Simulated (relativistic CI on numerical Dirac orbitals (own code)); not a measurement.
## Fe⁴⁺: 3d valence photoemission

Computed with this model: Dirac-Coulomb-Breit CI, KLI orbitals optimised for each configuration, model QED (radiative potential, 1s self-energy scaled to tabulated hydrogen-like ionisation energies), valence Slater integrals scaled by 0.9, multiplet model of photoemission in the sudden approximation; configurations [Ar] 3d4 → [Ar] 3d3; 300 K; Lorentzian 0.21 eV and Gaussian 0.5 eV FWHM. Energies are those of the free ion, without screening or charge transfer. The energies are binding energies and can lie tens of eV above those of solids. S is read from ⟨S²⟩ = S(S + 1).

Field parameters in Wybourne normalisation: D3d B²₀ = −7Dσ, B⁴₀ = −14Dq − 21Dτ, B⁴₃ = −14√(10/7) Dq; D4h B²₀ = −7Ds, B⁴₀ = 21(Dq − Dt), B⁴₄ = 21√(5/14) Dq; Td as Oh with Dq negative (B⁴₀ = 21Dq, B⁴₄ = √(5/14) B⁴₀). The field is a parameter set, without covalency.

Computed curve for D3d, 10Dq = 32350, Dσ = 700, Dτ = 150 cm⁻¹, scaled to 100 at the maximum (points under 2 are left out and the grid is thinned):

(Energy (eV), Intensity): (71.3, 2.2), (71.4, 2.7), (71.6, 5.1), (71.7, 7.8), (71.8, 12.7), (71.9, 21.2), (72.1, 49.3), (72.2, 63.5), (72.3, 70.9), (72.5, 56.6), (72.6, 41.1), (72.7, 26.9), (72.8, 16.5), (73.0, 6.5), (73.1, 4.6), (73.2, 3.5), (73.4, 2.5), (73.5, 2.3), (73.6, 2.1), (73.7, 2.1), (73.9, 2.1), (74.0, 2.2), (74.1, 2.4), (74.3, 3.0), (74.4, 3.6), (74.5, 4.5), (74.6, 5.9), (74.8, 13.0), (74.9, 21.1), (75.0, 34.0), (75.2, 72.5), (75.3, 90.5), (75.4, 100.0), (75.6, 84.4), (75.7, 65.1), (75.8, 45.4), (75.9, 29.5), (76.1, 12.2), (76.2, 8.8), (76.3, 7.3), (76.5, 7.5), (76.6, 9.6), (76.7, 13.4), (76.8, 18.9), (77.0, 29.7), (77.1, 30.7), (77.2, 27.6), (77.4, 15.2), (77.5, 9.9), (77.6, 6.4), (77.7, 4.5), (77.9, 3.3), (78.0, 3.2), (78.1, 2.9), (78.3, 2.2), (81.6, 2.1), (81.7, 2.6), (81.8, 3.1), (82.0, 3.0), (82.1, 2.4)

The ground state has S = 1.01, and the centroid lies at 74.86 eV.
